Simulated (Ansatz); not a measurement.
Relaxation of CH5AlCl2F2 (11 atoms, charge 0, multiplicity 1), to a largest force component of 0.03 eV/Å in at most 50 steps.

Computed with Ansatz, RKS r2SCANh-D4/def2-SVP.

```xyz
11
Properties=species:S:1:pos:R:3
Al -0.291 -0.724 0.911
Cl -1.479 1.105 1.187
C -0.712 -1.911 -0.537
Cl 1.056 -1.107 2.468
H 1.555 1.662 -0.858
F 1.607 0.761 -0.984
H -0.046 3.168 0.430
F 0.650 3.469 -0.075
H -1.751 -1.799 -0.876
H -0.057 -1.661 -1.388
H -0.532 -2.964 -0.278
```

Q: Where does it end, and by what steps?

A: The forces met the threshold. The force dipped under the threshold on the way, but the program's further checks kept it going. After 21 steps the energy has fallen by 1.151 eV; H11 moved furthest, 0.83 Å. Joined: Al1–F6 (3.07 → 1.89 Å).

```json
{"step": "0", "energy less start (eV)": "0.0000", "largest force component (eV/Å)": "1.291", "accepted": "yes"}
{"step": "1", "energy less start (eV)": "-0.2545", "largest force component (eV/Å)": "0.515", "accepted": "yes"}
{"step": "2", "energy less start (eV)": "-0.5160", "largest force component (eV/Å)": "0.522", "accepted": "yes"}
{"step": "3", "energy less start (eV)": "-0.8364", "largest force component (eV/Å)": "0.645", "accepted": "yes"}
{"step": "4", "energy less start (eV)": "-0.9577", "largest force component (eV/Å)": "1.047", "accepted": "yes"}
{"step": "5", "energy less start (eV)": "-1.0747", "largest force component (eV/Å)": "0.624", "accepted": "yes"}
{"step": "6", "energy less start (eV)": "-1.0953", "largest force component (eV/Å)": "0.405", "accepted": "yes"}
{"step": "7", "energy less start (eV)": "-1.1101", "largest force component (eV/Å)": "0.414", "accepted": "yes"}
{"step": "8", "energy less start (eV)": "-1.1261", "largest force component (eV/Å)": "0.240", "accepted": "yes"}
{"step": "9", "energy less start (eV)": "-1.1348", "largest force component (eV/Å)": "0.143", "accepted": "yes"}
{"step": "10", "energy less start (eV)": "-1.1367", "largest force component (eV/Å)": "0.108", "accepted": "yes"}
{"step": "11", "energy less start (eV)": "-1.1394", "largest force component (eV/Å)": "0.143", "accepted": "yes"}
{"step": "12", "energy less start (eV)": "-1.1395", "largest force component (eV/Å)": "0.197", "accepted": "yes"}
{"step": "13", "energy less start (eV)": "-1.1424", "largest force component (eV/Å)": "0.083", "accepted": "yes"}
{"step": "14", "energy less start (eV)": "-1.1424", "largest force component (eV/Å)": "0.126", "accepted": "yes"}
{"step": "15", "energy less start (eV)": "-1.1453", "largest force component (eV/Å)": "0.044", "accepted": "yes"}
{"step": "16", "energy less start (eV)": "-1.1480", "largest force component (eV/Å)": "0.040", "accepted": "yes"}
{"step": "17", "energy less start (eV)": "-1.1379", "largest force component (eV/Å)": "0.415", "accepted": "no"}
{"step": "18", "energy less start (eV)": "-1.1480", "largest force component (eV/Å)": "0.049", "accepted": "yes"}
{"step": "19", "energy less start (eV)": "-1.1495", "largest force component (eV/Å)": "0.021", "accepted": "yes"}
{"step": "20", "energy less start (eV)": "-1.1496", "largest force component (eV/Å)": "0.121", "accepted": "yes"}
{"step": "21", "energy less start (eV)": "-1.1507", "largest force component (eV/Å)": "0.022", "accepted": "yes"}
```

```xyz
11
Properties=species:S:1:pos:R:3
Al 0.118 -0.386 0.476
Cl -1.307 1.205 1.087
C -0.633 -1.788 -0.609
Cl 1.505 -0.723 2.035
H 1.026 1.741 -0.438
F 1.090 0.748 -0.684
H -0.109 2.558 0.552
F 0.681 2.900 0.077
H -1.348 -1.393 -1.348
H 0.148 -2.339 -1.157
H -1.171 -2.523 0.010
```

Whether the end is a true minimum wasn't checked by a vibrational analysis.

Time of the run: 2.1 min on 4 threads of Arm Neoverse N1 (shared host), peak memory 0.34 GiB.
